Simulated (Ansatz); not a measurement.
`[AlH2][Se][SiH3]` + `[OH][In]([F])[F]` → `[F][In]([F])[O][SiH3]` + `[AlH2][SeH]` at 400 K and 1 bar (ligand exchange at the Si–Se bond).

Calculated with Ansatz (gas phase, PBE0-D4/def2-TZVP geometries, no zero-point term in ΔE). CCSD(T)/CBS is the MP2 limit (def2-TZVPP, def2-QZVPP) plus CCSD(T) − MP2 in def2-TZVPP, frozen cores. def2 core potentials past Kr. For In, Se outer-core shells are correlated without core-valence functions, which leaves a few kJ/mol of doubt a bond. Scalar relativity is left out up to krypton. Each species was taken in one conformer, which may not be the lowest.

```json
{"species": "`[AlH2][Se][SiH3]`", "CCSD(T)/CBS energy (Eh)": "-2934.85173", "H − E (kJ/mol)": "135.4", "S (J/(mol·K))": "375.6"}
{"species": "`[OH][In]([F])[F]`", "CCSD(T)/CBS energy (Eh)": "-465.24461", "H − E (kJ/mol)": "69.7", "S (J/(mol·K))": "356.1"}
{"species": "`[F][In]([F])[O][SiH3]`", "CCSD(T)/CBS energy (Eh)": "-755.56161", "H − E (kJ/mol)": "121.3", "S (J/(mol·K))": "437.8"}
{"species": "`[AlH2][SeH]`", "CCSD(T)/CBS energy (Eh)": "-2644.54675", "H − E (kJ/mol)": "77.0", "S (J/(mol·K))": "301.5"}
```

H − E and S are ideal-gas, rigid-rotor, harmonic terms from PBE0-D4/def2-TZVP, for one conformer and one mirror image of each species. 1 Eh = 2625.50 kJ/mol, R = 8.31446 J/(mol·K).

Problem. By hand: ΔE, ΔH, ΔS and ΔG.

Solution. ΔE = (-755.56161) + (-2644.54675) − (-2934.85173) − (-465.24461) = -0.01202 Eh = -31.6 kJ/mol. Δ(H − E) = 121.3 + 77.0 − 135.4 − 69.7 = -6.8, so ΔH = -38.4 kJ/mol. ΔS = 437.8 + 301.5 − 375.6 − 356.1 = 7.6 J/(mol·K). ΔG = -38.4 − 400 × (7.6)/1000 = -41.4 kJ/mol.

Problem. By hand: the equilibrium constant, and the temperature at which ΔG would vanish if ΔH and ΔS stayed fixed.

Solution. log₁₀ K = −ΔG/(RT ln 10) = 5.4. ΔH and −TΔS have one sign here, so there is no such temperature.

The number of gas molecules stays the same, so ΔS is small and ΔH decides. A doubt of 5 kJ/mol in ΔE shifts log₁₀ K by 0.7 here. Other conformers and mirror images would add mixing entropy, several J/(mol·K) or more a flexible species. Modes under 60 cm⁻¹, often nearly free rotors, make the harmonic entropy too high. These are equilibria of isolated gas molecules and say nothing of rates. Largest T1 diagnostic: 0.018 (customary marks: 0.02 for closed shells, 0.045 for open ones).

ΔS is within the doubt of such terms, so its sign, and with it that verdict, could turn.
